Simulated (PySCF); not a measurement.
**Dipole moment and polarisability of `O=Cc1cpccp1`**

Species: C5H4OP2.
Structure used (GFN2-xTB), in Å, numbered top down from 1:
```
atom  x, y, z in Å
O1     3.220   -0.089   -0.207
C2     2.300    0.401    0.395
C3     0.873    0.146    0.141
C4     0.544   -0.729   -0.878
P5    -1.012   -1.245   -1.432
C6    -2.079   -0.367   -0.365
C7    -1.769    0.504    0.646
P8    -0.206    1.025    1.207
H9     2.469    1.115    1.228
H10    1.393   -1.157   -1.406
H11   -3.134   -0.551   -0.548
H12   -2.598    0.946    1.192
```

Level: wB97X-D/def2-SVPD (PySCF), static field, nuclei fixed, core orbitals frozen in the response. The polarisability tensor in these axes (au):

```
x   136.56   4.70   3.23
y     4.70  93.18  33.20
z     3.23  33.20 103.66
```

**Question.** Give the principal values, the mean and the anisotropy Δα = √{½[(α1 − α2)² + (α2 − α3)² + (α1 − α3)²]}.

**Answer.** Principal values 64.78, 128.34 and 140.27 au; mean 111.13 au = 16.47 Å³ = 18.32 × 10⁻⁴⁰ C²·m²/J; Δα = 70.29 au (63 % of the mean).

**Question.** What is the dipole moment, and where does it point?

**Answer.** (-3.28, 0.65, 0.87) D, 3.45 D in size, pointing from the negative to the positive side. Measured along this direction, the outermost atoms are O1 at the negative end and H12 at the positive end.

**Question.** Refractivity n − 1 of an ideal gas of it at 273.15 K and 1 atm, from the electronic α?

**Answer.** N = p/kT = 2.6868 × 10¹⁹ cm⁻³, so n − 1 = 2π × N × 16.47 × 10⁻²⁴ cm³ = 2780 × 10⁻⁶ at long wavelengths.

**Question.** How large is μ²/3kT at 273 K beside α?

**Answer.** In Gaussian units μ²/3kT = 105.24 Å³ against 16.47 Å³, a ratio of 6.39; the Debye molar polarisation (4π/3)N_A(α + μ²/3kT) is 307.0 cm³/mol, leaving out the vibrational part.

**Question.** Rayleigh depolarisation ratio (linearly polarised light, static tensor)?

**Answer.** ρ = 3Δα²/(45ᾱ² + 4Δα²) = 14820.9/(555747 + 19761.2) = 0.0258.

**Question.** Form Σ f/ω² (atomic units) for the 8 lowest TDDFT singlets, given as eV and f, and set it beside the mean polarisability, which is this sum over all singlets: 3.56, 0.0001; 3.99, 0.0643; 4.43, 0.1235; 4.46, 0.0155; 4.57, 0.0030; 4.90, 0.0041; 5.01, 0.0027; 5.27, 0.3740.

**Answer.** They add up to 18.52 au, 16.7 % of the 111.13 au; the largest single term is 9.97 au, from the state at 5.27 eV. Terms in order: 0.01, 2.99, 4.67, 0.58, 0.10, 0.13, 0.08, 9.97 au. Higher excitations give the rest. The strengths listed sum to 0.587.

One conformer (not necessarily the lowest) at the GFN2-xTB geometry, without solvent, vibrations or thermal averaging.

The run behind these numbers computed excited states as well. Hardware: an Arm Neoverse V1 with one thread, shared host with 32 logical CPUs at a one-minute load of 20. Cost: 44 s (grids of density and orbitals included), 0.87 GiB resident at most.
